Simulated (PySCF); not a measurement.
Hf(OH)4 anion (H4HfO4), SMILES [OH][Hf]([OH])([OH])[OH] (connectivity only; charge and spin as stated), charge -1, multiplicity 2.

The structure is a stationary point at PBE0-D3(BJ)/def2-SVPD. The spin state was assumed, not searched. The isomer is the one that the SMILES or the coordinates give; other isomers of the formula were not compared. The def2 effective core potentials stand for the cores of Hf; spin–orbit coupling is left out. The values are those of a single conformer.

The numbers are results of PBE0-D3(BJ)/def2-SVPD (PySCF), not measurements.

Frequencies are harmonic and unscaled.

```json
[
 {"mode": "1", "ν (cm⁻¹)": "93", "IR (km/mol)": "19.2", "moving atoms (share of kinetic energy)": "O 89 %, H 11 %"},
 {"mode": "2", "ν (cm⁻¹)": "95", "IR (km/mol)": "2.6", "moving atoms (share of kinetic energy)": "O 82 %, Hf 14 %"},
 {"mode": "3", "ν (cm⁻¹)": "137", "IR (km/mol)": "19.9", "moving atoms (share of kinetic energy)": "O 60 %, H 27 %, Hf 13 %"},
 {"mode": "4", "ν (cm⁻¹)": "153", "IR (km/mol)": "15.9", "moving atoms (share of kinetic energy)": "O 86 %, H 9 %"},
 {"mode": "5", "ν (cm⁻¹)": "159", "IR (km/mol)": "7.9", "moving atoms (share of kinetic energy)": "O 71 %, H 17 %, Hf 13 %"},
 {"mode": "6", "ν (cm⁻¹)": "205", "IR (km/mol)": "12.6", "moving atoms (share of kinetic energy)": "H 91 %, O 8 %"},
 {"mode": "7", "ν (cm⁻¹)": "259", "IR (km/mol)": "26.0", "moving atoms (share of kinetic energy)": "H 91 %, O 9 %"},
 {"mode": "8", "ν (cm⁻¹)": "278", "IR (km/mol)": "92.6", "moving atoms (share of kinetic energy)": "H 82 %, O 17 %"},
 {"mode": "9", "ν (cm⁻¹)": "298", "IR (km/mol)": "10.8", "moving atoms (share of kinetic energy)": "H 94 %"},
 {"mode": "10", "ν (cm⁻¹)": "435", "IR (km/mol)": "439.3", "moving atoms (share of kinetic energy)": "H 87 %, O 13 %"},
 {"mode": "11", "ν (cm⁻¹)": "463", "IR (km/mol)": "0.0", "moving atoms (share of kinetic energy)": "H 58 %, O 42 %"},
 {"mode": "12", "ν (cm⁻¹)": "521", "IR (km/mol)": "179.8", "moving atoms (share of kinetic energy)": "H 55 %, O 43 %"},
 {"mode": "13", "ν (cm⁻¹)": "536", "IR (km/mol)": "114.9", "moving atoms (share of kinetic energy)": "H 79 %, O 21 %"},
 {"mode": "14", "ν (cm⁻¹)": "550", "IR (km/mol)": "83.0", "moving atoms (share of kinetic energy)": "O 82 %, Hf 13 %"},
 {"mode": "15", "ν (cm⁻¹)": "563", "IR (km/mol)": "81.0", "moving atoms (share of kinetic energy)": "O 50 %, H 37 %, Hf 13 %"},
 {"mode": "16", "ν (cm⁻¹)": "573", "IR (km/mol)": "162.9", "moving atoms (share of kinetic energy)": "O 82 %, H 12 %"},
 {"mode": "17", "ν (cm⁻¹)": "598", "IR (km/mol)": "7.0", "moving atoms (share of kinetic energy)": "O 67 %, H 30 %"},
 {"mode": "18", "ν (cm⁻¹)": "3918", "IR (km/mol)": "3.8", "moving atoms (share of kinetic energy)": "H 94 %"},
 {"mode": "19", "ν (cm⁻¹)": "3919", "IR (km/mol)": "11.0", "moving atoms (share of kinetic energy)": "H 94 %"},
 {"mode": "20", "ν (cm⁻¹)": "3956", "IR (km/mol)": "4.0", "moving atoms (share of kinetic energy)": "H 94 %"},
 {"mode": "21", "ν (cm⁻¹)": "3962", "IR (km/mol)": "25.0", "moving atoms (share of kinetic energy)": "H 94 %"}
]
```
